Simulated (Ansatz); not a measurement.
Basis sets compared for B₈N₈. The state is a singlet with charge 0. Geometry r2SCAN-D4/def2-SVP. Ansatz on 2 threads of AMD EPYC 7R13 on a shared host and a share (18 GiB) of an NVIDIA H100 80GB HBM3; times are rough, and most runs start from earlier orbitals.

Cartesian coordinates in Å:
```
B 0.298 2.476 0.372
N 0.477 2.349 1.649
N -0.067 1.749 -0.789
B 0.785 0.470 -0.629
B 0.089 0.965 1.475
N 1.038 0.025 0.731
N 0.631 -0.635 -1.699
B 1.502 -1.634 -1.196
B 0.804 -1.474 0.544
N 1.827 -2.261 -0.110
B -1.297 1.008 -0.283
N -1.353 0.630 1.176
N -1.852 -0.194 -0.913
B -0.688 -1.071 -1.076
B -1.543 -0.638 0.488
N -0.651 -1.766 0.262
```

Single mean-field runs in def2-TZVP are fitted with def2-universal-jkfit.

Binding counts from free atoms (B doublet, N quartet) in the same basis, without a counterpoise term.

```tsv
level	functions	energy (Eh)	HOMO (eV)	LUMO (eV)	binding per atom (eV)	wall time
PBE-D4/def2-SVP	224	-635.8931	-6.74	-3.76	5.97	9.1 s
PBE0-D4/def2-SVP	224	-635.9216	-8.04	-2.89	5.74	19 s
```

Problem. Estimate the rows for PBE-D4/def2-TZVP (with forces), PBE0-D4/def2-TZVP (with forces).

Solution. 
| level | functions | energy (Eh) | HOMO (eV) | LUMO (eV) | binding per atom (eV) | wall time |
| --- | --- | --- | --- | --- | --- | --- |
| PBE-D4/def2-TZVP (with forces) | 496 | -636.5542 | -6.81 | -3.88 | 5.81 | 4.1 s |
| PBE0-D4/def2-TZVP (with forces) | 496 | -636.5839 | -8.07 | -2.98 | 5.59 | 4.4 s |
